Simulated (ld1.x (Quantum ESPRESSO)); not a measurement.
Ru (Z = 44), TM: configuration errors across variants

ruthenium (Ru), norm-conserving Troullier–Martins (Kleinman–Bylander form), made with ld1.x (Quantum ESPRESSO) 7.5 (PBE, fully relativistic). Core [Kr], reference 4d6 5s2 5p0. Waves: 5s (bound): rc 2.30 bohr; 4d (bound): rc 1.80 bohr; 5p (bound, empty): rc 2.80 bohr. Local part: the p channel. Core correction: none.

Open shells are filled in proportion to 2j + 1 (rel_dist='average').

All-electron excitation energies from the reference (eV): (1) 4d7 5s1 5p0 -1.701; (2) 4d7 5s0 5p0 5.593; (3) 4d6 5s0 5p0 23.779; (4) 4d5 5s0 5p0 54.398; (5) 4d7.5 5s0.5 5p0 -2.019; (6) 4d7 5s0 5p1 1.758; (7) 4d4 5s0 5p0 98.905.

A true bound ghost makes a file unfit for plane-wave use even where its test errors are small: the radial tests pick states by their node count and pass the ghost by.

Errors AE − PS in meV (a dash: test not solved or not reliable):

```tsv
change	(1)	(2)	(3)	(4)	(5)	(6)	(7)	bound ghosts
base	-121	-139	+49	-91	-258	-120	-594	none
all radii scaled by about 0.76 (s 1.74, p 2.12, d 1.36 bohr)	-39	+17	+133	-70	-101	+3.1	-669	none
all radii scaled by about 0.81 (s 1.86, p 2.26, d 1.44 bohr)	-86	-61	+74	-131	-182	-65	-739	s
all radii scaled by about 0.89 (s 2.04, p 2.48, d 1.60 bohr)	-132	-107	+61	-120	-254	-97	-692	s
all radii scaled by about 0.94 (s 2.18, p 2.64, d 1.70 bohr)	-105	-131	+52	-102	-240	-115	-633	none
all radii scaled by about 1.11 (s 2.54, p 3.10, d 2.00 bohr)	-121	-138	+49	-82	-257	-119	-552	none
all radii scaled by about 1.18 (s 2.72, p 3.30, d 2.12 bohr)	-115	-128	+50	-89	-247	-112	-552	none
all radii scaled by about 1.23 (s 2.84, p 3.44, d 2.22 bohr)	-106	-111	+50	-107	-230	-98	-568	none
all radii scaled by about 1.37 (s 3.14, p 3.82, d 2.46 bohr)	-71	-55	+39	-181	-169	-54	-645	none
```

(1) Give the same row for: all radii scaled by about 1.30 (s 2.98, p 3.62, d 2.34 bohr).

## Answers

(1) -91, -87, +47, -137, -204, -79, -599; bound ghosts: none.
